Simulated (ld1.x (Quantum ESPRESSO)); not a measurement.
# What one change does to a pseudopotential (Tc (Z = 43), TM)

Tc (Z = 43), norm-conserving Troullier–Martins (Kleinman–Bylander form), made with ld1.x (Quantum ESPRESSO) 7.5 (PBEsol, non-relativistic). Core [Kr], reference 4d5 5s1.75 5p0.25. Waves: 5p (bound): rc 2.65 bohr; 4d (bound): rc 1.80 bohr; 4f channel at 0.25 Ry: rc 2.40 bohr; 5s (bound): rc 2.80 bohr. Local part: the s channel. Core correction: none.

All-electron outer shells of the reference configuration (PBEsol, non-relativistic, ld1.x):

```csv
shell,level (eV),outermost node (bohr),outermost maximum (bohr)
4p,-44.98,0.51,1.03
4d,-7.55,0.50,1.25
5s,-5.05,1.31,2.83
5p,-1.62,1.47,3.67
```

Change: all radii scaled by about 1.19 (s 3.32, p 3.16, d 2.14, f 2.86 bohr).

Cutoffs: the cutoffs (Ry, on a coarse ladder) from which the occupation-weighted sum of valence levels, in a spherical-Bessel basis at the reference potential, stays within 10 and 1 mRy of its value at 400 Ry; they do not see the model core or the augmentation charge, which bear on the density cutoff. Errors are all-electron minus pseudo energies relative to the spin-unpolarised reference configuration.

Task: Predict the effect on cutoff, ghosts and configuration errors.

Result: The potential gets softer (45 Ry and 55 Ry → 40 Ry and 45 Ry); of the 7 tests that both files solve, the error grows in 2 and shrinks in 4 by more than 15 % and 0.3 meV (median size 28.3 → 23.4 meV); neither file shows a bound ghost. A larger radius leaves more room for a smooth pseudo-wave, so fewer plane waves are needed.

| quantity | base | changed |
| --- | --- | --- |
| cutoff, loose | 45 Ry | 40 Ry |
| cutoff, tight | 55 Ry | 45 Ry |
| loose cutoff by channel (10 mRy a level) | p 6 Ry, d 40 Ry, s 6 Ry | p 6 Ry, d 35 Ry, s 6 Ry |
| bound ghosts | none | none |
| error for 4d5 5s2 5p0, meV [ΔE -0.85 eV] | 0.0 | -0.1 |
| error for 4d5 5s1 5p0, meV [ΔE 7.00 eV] | -2.1 | -0.8 |
| error for 4d5 5s0 5p0, meV [ΔE 21.29 eV] | +13 | +9.8 |
| error for 4d4 5s2 5p0, meV [ΔE 11.41 eV] | -106 | -54 |
| error for 4d5.5 5s1.5 5p0, meV [ΔE -1.85 eV] | -28 | -23 |
| error for 4d3 5s0 5p0, meV [ΔE 92.86 eV] | -418 | -506 |
| error for 4d4 5s0 5p0, meV [ΔE 50.36 eV] | -67 | -122 |
